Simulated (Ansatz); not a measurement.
Stepwise reaction of `O[SiH](O)O[SiH](O)F` with hydrogen, as a gas-phase model of exchange steps in deposition or etching. ΔE in kJ/mol.

Program: Ansatz. Geometries: PBE0-D4/def2-TZVP. ΔE: electronic, gas phase. CCSD(T)/CBS adds triple-zeta CCSD(T) − MP2 to the extrapolated MP2 energy (def2 sets, frozen cores). This one scheme is used for every species. DFT in def2-TZVPP. B3LYP here is the variant with VWN-RPA as its local correlation; programs differ in this. One conformer a species, not always the lowest.

```
step                                                reaction  PBE-D4  B3LYP-D4  ωB97M-V  CCSD(T)/CBS
   1  `O[SiH](O)O[SiH](O)F` + H₂ → `O[SiH](O)O[SiH2]F` + H₂O   102.1     107.0    109.0        104.1
   2      `O[SiH](O)O[SiH2]F` + H₂ → `O[SiH2]O[SiH2]F` + H₂O    95.7     102.3    103.1        100.1
```

(1) Give the row of step 3, `O[SiH2]O[SiH2]F` + H₂ → `F[SiH2]O[SiH3]` + H₂O. (Best estimate.)

(2) By hand: ΔE of the 3 steps together at CCSD(T)/CBS.

Results:

(1) The calculation gave: 
```json
{"step": "3", "reaction": "`O[SiH2]O[SiH2]F` + H₂ → `F[SiH2]O[SiH3]` + H₂O", "PBE-D4": "86.4", "B3LYP-D4": "91.7", "ωB97M-V": "92.8", "CCSD(T)/CBS": "90.3"}
```

(2) (104.1) + (100.1) + (90.3) = 294.5 kJ/mol, or 98.2 kJ/mol a step.

In ΔE each step is lower than the one before. All are uphill at CCSD(T)/CBS. PBE-D4 differs from CCSD(T)/CBS by -4.4 to -2.0 kJ/mol a step. Isolated molecules leave out the surface, adducts and barriers. Largest T1 diagnostic: 0.012.
